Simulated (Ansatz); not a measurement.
Gas-phase electronic energies from Ansatz, PBE0-D4/def2-TZVP geometries. CCSD(T)/CBS adds triple-zeta CCSD(T) − MP2 to the extrapolated MP2 energy (def2 sets, frozen cores). Each species was taken in one conformer, which may not be the lowest.

Consider the formal exchange of groups at a C–C bond: `BC1(C)C=N1` + `B[SiH](C)C` → `B[SiH](C)CC` + `BC1C=N1`.

```json
{"species": "`BC1(C)C=N1`", "CCSD(T)/CBS(def2) energy (Eh)": "-197.16328"}
{"species": "`B[SiH](C)C`", "CCSD(T)/CBS(def2) energy (Eh)": "-395.37653"}
{"species": "`B[SiH](C)CC`", "CCSD(T)/CBS(def2) energy (Eh)": "-434.63343"}
{"species": "`BC1C=N1`", "CCSD(T)/CBS(def2) energy (Eh)": "-157.89968"}
```

Problem. Work out ΔE.

Solution. ΔE = (-434.63343) + (-157.89968) − (-197.16328) − (-395.37653) = 0.00670 Eh = +4.2 kcal/mol.

Largest T1 diagnostic among the species: 0.013.
